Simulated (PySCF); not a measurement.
Diatomics with 14 electrons

PBE0 in PySCF with def2-SVPD on every atom, for the lowest determinant that a PBE0 search found; no spin–orbit coupling. All have 14 electrons, 10 of them in the valence shells, and the same state, a singlet (closed shell). For ions De leads to the atom and ion picked by measured ionisation energies and electron affinities.

```
species  difference of nuclear charges  Re (Å)  ωe (cm⁻¹)  k (mdyn/Å)  De (eV)  dissociates to
    CN⁻                              1   1.174       2212        18.6      n/a          C⁻ + N
    BO⁻                              3   1.236       1763        11.9     9.53          B + O⁻
   BeF⁻                              5   1.465        988        3.51     3.43         Be + F⁻
     BF                              4   1.269       1379        7.81     7.71           B + F
```

Which member of the whole set has the stiffest bond, and how does it compare with the softest?

CN⁻ with k = 18.6 mdyn/Å, 5.3 times that of BeF⁻.

For an ion De counts to the pair picked by the measured ionisation energies or electron affinities, which need not be the lowest pair at this level. The highest Kohn–Sham level is positive in some of these anions. Much of that is self-interaction error, but it also means that the finite basis helps to hold the extra electron.
